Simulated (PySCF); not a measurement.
Se(OH)(OSiH3) (H4O2SeSi), SMILES O[Se]O[SiH3].

Coordinates come from a PBE-D3(BJ)/def2-SVP optimisation. Other conformers were not sampled.

All values below come from PySCF with HF/def2-TZVP.

The total energy comes out as -2840.89584 hartree, the highest occupied level is -9.71 eV and the lowest empty level comes out as 2.25 eV. The orbital gap is 11.96 eV, the dipole moment comes out as 2.47 D and the quadrupole, principal values (traceless, Buckingham form, about the centre of nuclear charge) comes out as -5.82, 1.16, 4.66 D·Å. The mean static polarisability is 55.1 bohr³ (8.17 Å³) and the polarisability, principal values is 45.4, 53.6, 66.4 bohr³.
